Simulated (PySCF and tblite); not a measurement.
2 regioisomers of C₅H₈F₂OS:

| isomer | SMILES |
| --- | --- |
| A | [O:1]=[S@:2]1[CH2:3][CH2:4][CH2:5][C@@H:6]1[CH:7]([F:8])[F:9] |
| B | [O:1]=[S@@:2]1[CH2:3][CH2:4][C@H:5]([CH:6]([F:7])[F:8])[CH2:9]1 |

Computed spectrum of one of them (conformer average at 298.15 K; GFN2-xTB geometries, energies HSE06/def2-SVP (IEF-PCM, cyclohexane) (D3(BJ) added where defined), GIAO shieldings KT2/pcSseg-1 (IEF-PCM, cyclohexane); references on GFN2-xTB geometries), in ppm: ¹H (against TMS): 7.08 (1H), 3.02 (1H), 2.98 (1H), 2.95 (1H), 2.79 (1H), 2.62 (1H), 2.56 (1H), 2.47 (1H). ¹³C (against TMS): 125.7 (1C), 61.9 (1C), 61.7 (1C), 52.5 (1C), 30.5 (1C). Of the H, only those on carbon are given.

Task: Which isomer is it?

Result: B. Signals are matched in order of shift, without assignment. After a straight-line scaling (slope 0.85 to 1.15) of computed carbon shifts, the largest errors are A 23.7 ppm (at 61.9), B 0.6 ppm (at 52.5). Assigned: ¹H (against TMS): 7.08 (H6, 1H), 3.02 (H9a, 1H), 2.98 (H5, 1H), 2.95 (H3a, 1H), 2.79 (H4a, 1H), 2.62 (H3b, 1H), 2.56 (H9b, 1H), 2.47 (H4b, 1H). ¹³C (against TMS): 125.7 (C6), 61.9 (C3), 61.7 (C9), 52.5 (C5), 30.5 (C4). For comparison, at another level (GFN2-xTB geometries, energies PBE0/pcSseg-1 (D3(BJ) added where defined), GIAO shieldings PBE0/pcSseg-1) the isomers give: A: ¹H (against TMS): 6.60 (H7, 1H), 2.86 (H4a, 1H), 2.83 (H6, 1H), 2.80 (H3a, 1H), 2.51 (H5a, 1H), 2.38 (H4b, 1H), 2.19 (H3b, 1H), 1.73 (H5b, 1H). ¹³C (against TMS): 121.2 (C7), 84.8 (C6), 61.4 (C3), 31.8 (C4), 29.8 (C5). ¹⁹F (against CFCl3): -138.2 (F8), -139.3 (F9). B: ¹H (against TMS): 6.94 (H6, 1H), 3.05 (H9a, 1H), 2.95 (H3a, 1H), 2.88 (H5, 1H), 2.75 (H4a, 1H), 2.40 (H4b, 1H), 2.30 (H3b, 1H), 2.26 (H9b, 1H). ¹³C (against TMS): 124.7 (C6), 60.5 (C3), 60.3 (C9), 50.2 (C5), 28.9 (C4). ¹⁹F (against CFCl3): -142.0 (F8), -146.8 (F7).

Unscaled ¹⁹F shifts at such levels can be off by tens of ppm; differences between conformers or isomers are more reliable. Shifts are unscaled: against experiment ¹³C can be off by 15 ppm or more and ¹H by 0.8 ppm.
